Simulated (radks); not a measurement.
Values are calculated unless marked as measured or tabulated.
Initial-state core-level shifts of the tellurium ion Te+ when its valence configuration changes from [Kr] 4d10 5s2 5p3. Code: a radial shooting solver on a logarithmic mesh with Libxc functionals. Model: Dirac Kohn-Sham, PBE, spin-unpolarised, spherical densities, finite nucleus; open shells are shared between the two j in proportion to 2j + 1; Fermi nuclear charge, rms radius 4.7423 fm. Shifts are changes of the shell-averaged eigenvalues in eV (positive: less bound); the change of the density at the nucleus, which sets a Mossbauer isomer shift, is in e/bohr^3, on a base of 2.28e+05.

4d10 5s1 5p4: 2s -1.428; 3s -1.447; 3d -1.444; 4p -1.417; density at nucleus -61.19
4d10 5p5: 2s -2.809; 3s -2.848; 3d -2.843; 4p -2.787; density at nucleus -125.05
4d9 5s2 5p4: 2s -9.613; 3s -9.159; 3d -9.252; 4p -7.377; density at nucleus +25.37
4d9.5 5s0.5 5p5: 2s -6.842; 3s -6.654; 3d -6.696; 4p -5.738; density at nucleus -85.14
4d9.5 5s1.5 5p4: 2s -5.474; 3s -5.266; 3d -5.310; 4p -4.387; density at nucleus -19.37
4d8.5 5s1.5 5p5: 2s -15.190; 3s -14.484; 3d -14.629; 4p -11.698; density at nucleus +3.34
4d9.5 5s2 5p3.5: 2s -4.773; 3s -4.556; 3d -4.601; 4p -3.695; density at nucleus +12.53
4d9 5s1 5p5: 2s -10.970; 3s -10.533; 3d -10.625; 4p -8.709; density at nucleus -42.35
4d8 5s2 5p5: 2s -19.502; 3s -18.504; 3d -18.706; 4p -14.704; density at nucleus +51.93
